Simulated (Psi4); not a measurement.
C$_{2}$H$_{6}$AlCl, singlet, at a GFN2-xTB geometry (such geometries of metal compounds can be far from the true shape), atoms displaced at random by about 0.05 Å a coordinate; Psi4 with B3LYP/STO-3G.

Psi4 was given this input:
```
memory 2 GB

molecule {
0 1
  Al    0.17912572   -0.28672997    0.22640129
  C     2.04729374   -0.59207547   -0.36217712
  H     2.54018862   -1.36653372    0.21436905
  H     2.69109655    0.24658691   -0.38028768
  H     2.13623905   -0.97136967   -1.45619013
  C    -0.57354638   -1.09573925    1.86981518
  H    -1.47141694   -1.67321967    1.63346296
  H    -1.14908295   -0.16140416    2.55180393
  H    -0.02812900   -1.52254533    2.41809007
  Cl   -0.97960197    1.04568388   -0.87523611
}

set basis sto-3g
set g_convergence gau_loose

optimize('b3lyp')
print_variables()
```

Output, abridged:

```
gradient() will perform analytic gradient computation.

   => Loading Basis Set <=

    Name: STO-3G
    Role: ORBITAL
    Keyword: BASIS

         ---------------------------------------------------------
                                   SCF
               by Justin Turney, Rob Parrish, Andy Simmonett
                          and Daniel G. A. Smith
                              RKS Reference
         ---------------------------------------------------------

  ==> Geometry <==

    Molecular point group: c1
    Full point group: C1

    Geometry (in Angstrom), charge = 0, multiplicity = 1:

       Center              X                  Y                   Z               Mass
    ------------   -----------------  -----------------  -----------------  -----------------
         AL           0.255015742422    -0.320264123439     0.241461117755    26.981538530000
         C            2.123183762422    -0.625609623439    -0.347117292245    12.000000000000
         H            2.616078642422    -1.400067873439     0.229428877755     1.007825032230
         H            2.766986572422     0.213052756561    -0.365227852245     1.007825032230
         H            2.212129072422    -1.004903823439    -1.441130302245     1.007825032230
         C           -0.497656357578    -1.129273403439     1.884875007755    12.000000000000
         H           -1.395526917578    -1.706753823439     1.648522787755     1.007825032230
         H           -1.073192927578    -0.194938313439     2.566863757755     1.007825032230
         H            0.047761022422    -1.556079483439     2.433149897755     1.007825032230
         CL          -0.903711947578     1.012149726561    -0.860176282245    34.968852682000

  Running in c1 symmetry.

  Rotational constants: A =      0.16070  B =      0.10250  C =      0.06407 [cm^-1]
  Rotational constants: A =   4817.69609  B =   3072.77719  C =   1920.67586 [MHz]
  Nuclear repulsion =  189.118394950934771

  Charge       = 0
  Multiplicity = 1
  Electrons    = 48
  Nalpha       = 24
  Nbeta        = 24

  ==> Algorithm <==

  SCF Algorithm Type is DF.
  DIIS enabled.
  MOM disabled.
  Fractional occupation disabled.
  Guess Type is SAD.
  Energy threshold   = 1.00e-08
  Density threshold  = 1.00e-08
  Integral threshold = 1.00e-12

  ==> Primary Basis <==

  Basis Set: STO-3G
    Blend: STO-3G
    Number of shells: 22
    Number of basis functions: 34
    Number of Cartesian functions: 34
    Spherical Harmonics?: true
    Max angular momentum: 1

  ==> DFT Potential <==

   => LibXC <=

    Version 7.1.2
    S. Lehtola, C. Steigemann, M. J. T. Oliveira, and M. A. L. Marques,  SoftwareX 7, 1–5 (2018) (10.1016/j.softx.2017.11.002)

   => Composite Functional: B3LYP <=

    B3LYP Hyb-GGA Exchange-Correlation Functional

    P. J. Stephens, F. J. Devlin, C. F. Chabalowski, and M. J. Frisch,  J. Phys. Chem. 98, 11623 (1994) (10.1021/j100096a001)

    Deriv               =              1
    GGA                 =           TRUE
    Meta                =          FALSE

    Exchange Hybrid     =           TRUE
    MP2 Hybrid          =          FALSE

   => Exchange Functionals <=

    0.0800   Slater exchange
    0.7200         Becke 88

   => Exact (HF) Exchange <=

    0.2000               HF

   => Correlation Functionals <=

    0.1900   Vosko, Wilk & Nusair (VWN5_RPA)
    0.8100   Lee, Yang & Parr

   => LibXC Density Thresholds  <==

    XC_HYB_GGA_XC_B3LYP:  1.00E-15

   => Molecular Quadrature <=

    Radial Scheme          =       TREUTLER
    Pruning Scheme         =           NONE
    Nuclear Scheme         =       TREUTLER

    Blocking Scheme        =         OCTREE
    BS radius alpha        =              1
    Pruning alpha          =              1
    Radial Points          =             75
    Spherical Points       =            302
    Total Points           =         212115
    Total Blocks           =           1604
    Max Points             =            256
    Max Functions          =             32
    Weights Tolerance      =       1.00E-15

   => Loading Basis Set <=

    Name: (STO-3G AUX)
    Role: JKFIT
    Keyword: DF_BASIS_SCF

  ==> Integral Setup <==

  SCF_SUBTYPE=INCORE selected. In-core MEM_DF algorithm will be used.
  Using in-core AOs.

  ==> MemDFJK: Density-Fitted J/K Matrices <==

    J tasked:                   Yes
    K tasked:                   Yes
    wK tasked:                   No
    Algorithm:                 Core
    Schwarz Cutoff:           1E-12
    Mask sparsity (%):       3.1142
    Fitting Condition:        1E-10

   => Auxiliary Basis Set <=

  Basis Set: (STO-3G AUX)
    Blend: DEF2-UNIVERSAL-JKFIT
    Number of shells: 162
    Number of basis functions: 514
    Number of Cartesian functions: 608
    Spherical Harmonics?: true
    Max angular momentum: 4

  Minimum eigenvalue in the overlap matrix is 1.7610900451E-01.
  Reciprocal condition number of the overlap matrix is 7.6699196379E-02.
    Using symmetric orthogonalization.

  ==> Pre-Iterations <==

  SCF Guess: Superposition of Atomic Densities via on-the-fly atomic UHF (no occupation information).

   -------------------------
    Irrep   Nso     Nmo
   -------------------------
     A         34      34
   -------------------------
    Total      34      34
   -------------------------

  ==> Iterations <==

                           Total Energy        Delta E     RMS |[F,P]|

   @DF-RKS iter SAD:  -771.41351227465748   -7.71414e+02   0.00000e+00
   @DF-RKS iter   1:  -773.54908096824352   -2.13557e+00   8.76145e-03 ADIIS/DIIS
   @DF-RKS iter   2:  -773.57599515583070   -2.69142e-02   7.47286e-03 ADIIS/DIIS
   @DF-RKS iter   3:  -773.62496927582822   -4.89741e-02   4.86360e-04 ADIIS/DIIS
   @DF-RKS iter   4:  -773.62512082583385   -1.51550e-04   1.95475e-04 ADIIS/DIIS
   @DF-RKS iter   5:  -773.62515240529774   -3.15795e-05   2.47639e-05 DIIS
   @DF-RKS iter   6:  -773.62515297054756   -5.65250e-07   9.71444e-06 DIIS
[...]
  @DF-RKS Final Energy:  -773.70789366110068
    Total Energy =                       -773.7078936611006839
  @DF-RKS Final Energy:  -773.70868305083559
    Total Energy =                       -773.7086830508355888
  @DF-RKS Final Energy:  -773.70903495025175
    Total Energy =                       -773.7090349502517483
  @DF-RKS Final Energy:  -773.70901526652540
    Total Energy =                       -773.7090152665253981
  @DF-RKS Final Energy:  -773.70886132058956
    Total Energy =                       -773.7088613205895626
  @DF-RKS Final Energy:  -773.70903923459628
    Total Energy =                       -773.7090392345962755
  @DF-RKS Final Energy:  -773.70906191592439
    Total Energy =                       -773.7090619159243943
[...]
	 D(8,6,1,10)      =        -0.927218         -53.125663
	 D(9,6,1,10)      =        -3.033619        -173.813575

	        --- Internal Coordinate Step in ANG or DEG, aJ/ANG or AJ/DEG ---
	-------------------------------------------------------------------------------
	           Coordinate      Previous         Force          Change          New
	           ----------      --------        ------          ------        ------
	               R(1,2)       1.90657        0.00001       -0.00002       1.90656
	               R(1,6)       1.90660        0.00001       -0.00003       1.90657
	              R(1,10)       2.09413       -0.00016       -0.00002       2.09411
	               R(2,3)       1.09749        0.00019        0.00003       1.09752
	               R(2,4)       1.09854        0.00031        0.00005       1.09859
	               R(2,5)       1.09819        0.00003        0.00003       1.09823
	               R(6,7)       1.09858        0.00026        0.00004       1.09863
	               R(6,8)       1.09824       -0.00062       -0.00003       1.09821
	               R(6,9)       1.09764       -0.00058        0.00004       1.09768
	             B(1,2,3)     112.08282       -0.00000        0.00461     112.08743
	             B(1,2,4)     111.47759        0.00000       -0.00434     111.47326
	             B(1,2,5)     111.80185       -0.00000       -0.01073     111.79111
	             B(1,6,7)     111.48675       -0.00000       -0.02584     111.46091
	             B(1,6,8)     111.85657       -0.00001       -0.02722     111.82935
	             B(1,6,9)     112.02404        0.00001        0.03844     112.06248
	             B(2,1,6)     126.76778        0.00001        0.04744     126.81523
	            B(2,1,10)     116.63459       -0.00001       -0.04328     116.59131
	             B(3,2,4)     107.26628       -0.00000       -0.01674     107.24955
	             B(3,2,5)     107.40854        0.00000        0.01661     107.42515
	             B(4,2,5)     106.49584        0.00000        0.01133     106.50717
	            B(6,1,10)     116.59762       -0.00000       -0.00415     116.59346
	             B(7,6,8)     106.49069        0.00001        0.02063     106.51132
	             B(7,6,9)     107.24719       -0.00000       -0.01573     107.23145
	             B(8,6,9)     107.42789        0.00000        0.01038     107.43828
	           D(2,1,6,7)    -114.04799        0.00000        0.13181    -113.91618
	           D(2,1,6,8)     126.83570        0.00000        0.14144     126.97714
	           D(2,1,6,9)       6.14779       -0.00000        0.12018       6.26798
	           D(3,2,1,6)       5.05704       -0.00000        0.18038       5.23742
	          D(3,2,1,10)    -174.98161       -0.00000        0.22447    -174.75713
	           D(4,2,1,6)    -115.19747        0.00000        0.20168    -114.99579
	          D(4,2,1,10)      64.76388        0.00000        0.24577      65.00965
	           D(5,2,1,6)     125.72272       -0.00000        0.19744     125.92016
	          D(5,2,1,10)     -54.31592        0.00000        0.24153     -54.07439
	          D(7,6,1,10)      65.99064       -0.00000        0.08773      66.07838
	          D(8,6,1,10)     -53.12566        0.00000        0.09736     -53.02830
	          D(9,6,1,10)    -173.81357       -0.00000        0.07611    -173.73747
	-------------------------------------------------------------------------------

	                                 ==> Convergence Check <==

	Measures of convergence in internal coordinates in au.

	Criteria marked as inactive (o), active & met (*), and active & unmet ( ).

	----------------------------------------------------------------------------------------------
	   Step    Total Energy     Delta E     Max Force     RMS Force      Max Disp      RMS Disp
	----------------------------------------------------------------------------------------------
	  Convergence Criteria              o    2.50e-03 *    1.70e-03 *    1.00e-02 *    6.70e-03 *
	----------------------------------------------------------------------------------------------
	     9    -773.70906192   -2.27e-05 o    1.42e-04 *    4.92e-05 *    4.29e-03 *    1.76e-03 *  ~
	----------------------------------------------------------------------------------------------

Next Geometry in Ang
	Fragment 1 (Ang)

	   Al   0.2795769956  -0.3138136734   0.2818887525
	    C   2.0539585425  -0.6558698175  -0.3259953451
	    H   2.5610273289  -1.4129545715   0.2857679308
	    H   2.6709647947   0.2526416837  -0.2975249172
	    H   2.0676414146  -1.0099180325  -1.3654970057
	    C  -0.5517768882  -1.0295658188   1.8412323304
	    H  -1.3846828455  -1.6974563765   1.5820606982
	    H  -0.9715153757  -0.2402213380   2.4790625877
	    H   0.1509088675  -1.6088096244   2.4541049466
	   Cl  -0.8774123146   0.9838188021  -0.8855169643

    Final optimized geometry and variables:
    Molecular point group: c1
    Full point group: C1

    Geometry (in Angstrom), charge = 0, multiplicity = 1:

    AL           0.279204695355    -0.313492412861     0.281317127295
    C            2.053916875733    -0.655742751529    -0.325545612303
    H            2.561589479485    -1.410519090846     0.288510890512
    H            2.670023755554     0.253412841099    -0.300174619826
    H            2.068110904382    -1.013170764575    -1.363847779858
    C           -0.551789505219    -1.029889995187     1.840590548745
    H           -1.386009761474    -1.696247119721     1.581879028895
    H           -0.969750859208    -0.241013994223     2.480218606343
    H            0.151143995695    -1.610619397773     2.451690806537
    CL          -0.877749060448     0.985133918556    -0.885055982340

  Variable Map:
  ----------------------------------------------------------------------------
[...]
  Array Variable Map:
  ----------------------------------------------------------------------------
[...]
Optimizer: Optimization complete!
```
